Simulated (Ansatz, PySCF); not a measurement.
Process, species as SMILES: O[SiH2]O -> O[SiH]O + H atom (the H-Si bond at the site shown breaks; other sites are not compared here)
Structures are relaxed separately at B3LYP-D3(BJ)/def2-TZVP in Ansatz (a quantum-chemistry and plane-wave program), one conformer each, not searched for the lowest.

Quantity: bond dissociation energy (0 K, with B3LYP-D3(BJ) harmonic zero-point energies from PySCF), in eV. Cores are frozen in the correlated levels unless marked. Open shells are spin-unrestricted. No spin-orbit coupling. Non-relativistic. CBS(X,Y): correlation extrapolated as X^-3; Hartree-Fock from the larger set (for Q and 5 zeta extrapolated as (X+1)exp(-9√X)).

```tsv
level	program	bond dissociation energy (eV)
B3LYP-D4/def2-TZVPD	Ansatz + dftd4	3.96
PBE0/6-31G*	Ansatz	___
PBE0-D4/def2-TZVPD	Ansatz + dftd4	3.82
BHLYP-D3(BJ)/def2-TZVPD	Ansatz + dftd3	4.02
SCS-MP2/cc-pV(T+d)Z	Ansatz	4.06
CCSD/cc-pV(D+d)Z	Ansatz	___
CCSD(T)/CBS(cc-pV(Q+d)Z,cc-pV(5+d)Z)	Ansatz	4.08
```

### Question
Fill in the missing entries.

### Answer

- PBE0/6-31G*, bond dissociation energy (eV): 3.84
- CCSD/cc-pV(D+d)Z, bond dissociation energy (eV): 3.93
